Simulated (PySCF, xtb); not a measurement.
Mg(Cl)(SeH) (ClHMgSe), SMILES [SeH][Mg][Cl]. The values are those of a single conformer.

Harmonic wavenumbers (cm⁻¹) from GFN2-xTB in xtb at its own minimum, in rising order: 48, 85, 236, 435, 451, 2027.

Question: What does PySCF 2.14.0 with ωB97X-D3(BJ)/def2-TZVP give at its own minimum? (The exact figures need the calculation; the answer reports its results.)

Answer: 94, 103, 248, 488, 576, 2466. Paired by order, the mean absolute difference is 116 cm⁻¹ and the zero-point energies are 4.7 and 5.7 kcal/mol.
